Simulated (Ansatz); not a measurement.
Gas-phase reaction in SMILES: F[SiH2]N[SiH3] → F[SiH2] + [NH][SiH3] (the N-Si bond at the site shown breaks; other sites are not compared here)
Geometries: B3LYP-D3(BJ)/def2-TZVP minima from Ansatz (an electronic-structure program), one conformer each, not searched for the lowest.

Quantity: bond dissociation energy (electronic energy difference), in kJ/mol. Valence correlation only, unless marked. Open shells are spin-unrestricted. Spin-orbit coupling is left out. Non-relativistic unless marked X2C. Basis-set limits of correlation are two-point, X^-3; Hartree-Fock from the larger set. [CCSD(T)-MP2]/basis is that difference in the basis named.

| level | program | bond dissociation energy (kJ/mol) |
|---|---|---|
| HF/aug-cc-pV(Q+d)Z | Ansatz | 391.5 |
| B97M-V/def2-TZVPD | Ansatz | 492.6 |
| CAM-B3LYP-D3(BJ)/def2-TZVPD | Ansatz + dftd3 | 497.5 |
| LC-wPBE-D4/def2-TZVPD | Ansatz + dftd4 | 502.2 |
| SCS-MP2/aug-cc-pV(D+d)Z | Ansatz | 493.1 |
| CCSD/cc-pVTZ | Ansatz | 492.7 |
| CCSD(T)/6-31G | Ansatz | 453.6 |
| CCSD(T)/cc-pVTZ | Ansatz | 501.2 |
| X2C-CCSD(T)/cc-pVTZ-DK | Ansatz | 499.9 |
| RI-MP2/CBS(aug-cc-pV(T+d)Z,aug-cc-pV(Q+d)Z)+[CCSD(T)-MP2]/aug-cc-pV(T+d)Z | Ansatz | 519.6 |
